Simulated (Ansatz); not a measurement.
**Worked example: CH7FSi2 + SiH2(NH)(NH2) → CH6FSi2 + SiH2(NH2)2**

Gas-phase species: CH7FSi2 `F[SiH2]C[SiH3]`, singlet; SiH2(NH)(NH2), doublet; CH6FSi2 `F[SiH2]C[SiH2]`, doublet; SiH2(NH2)2, singlet. A radical takes H: the energy is the difference in strength between the Si–H bond broken and the N–H bond made.

Shapes, held fixed at every level: PBE0-D4/def2-TZVP. Flexible molecules stand in one conformer, not always the lowest. Programs: Ansatz 0.2.0. Electronic energies: no zero-point or thermal term.

At CCSD(T)/CBS estimate; 1 Eh = 2625.50 kJ/mol:

| species | energy (Eh) |
| --- | --- |
| CH7FSi2 | -720.284427 |
| SiH2(NH)(NH2) | -401.463555 |
| CH6FSi2 | -719.627878 |
| SiH2(NH2)2 | -402.154620 |

Question: Work out ΔE of the reaction at this level.

Answer: 
1. Products less reactants: (-719.627878) + (-402.154620) − [(-720.284427) + (-401.463555)] = -0.034516 Eh = -90.6 kJ/mol.

Other levels give -108.4 (MP2/def2-TZVPP) to -46.3 kJ/mol (HF/def2-TZVPP). No measured value is set beside it here. Open shells run unrestricted. The CBS estimate extrapolates MP2 from def2-TZVPP and def2-QZVPP and adds CCSD(T) − MP2 in the triple-zeta set, cores frozen.
